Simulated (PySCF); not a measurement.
**Nitrogen: a sound run and one with changed settings**

Sound run: N⁺ [He] 2s2 2p2, N²⁺ [He] 2s2 2p1. Computed with PySCF 2.14 in cc-pVDZ, with no relativity, point nucleus. The sound run starts from symmetry-adapted Hartree-Fock orbitals and uses a fine grid where one is needed.

Changed run: initial guess sap, at most 5 SCF cycles. This setting is unsound on purpose.

| species | method | sound run (hartree) | changed run (hartree) | converged |
| --- | --- | --- | --- | --- |
| N⁺ | UHF | -53.88047 | -53.88047 | no |
| N⁺ | MN15 | -53.99684 | -53.99684 | no |
| N⁺ | r2SCAN | -54.02487 | -54.02487 | no |
| N²⁺ | UHF | -52.80564 | -52.80564 | no |
| N²⁺ | MN15 | -52.90120 | -52.90120 | no |
| N²⁺ | r2SCAN | -52.91502 | -52.91502 | no |

The SCF was stopped early; the energies are upper bounds that still move, and correlated levels were skipped or rest on poor orbitals.
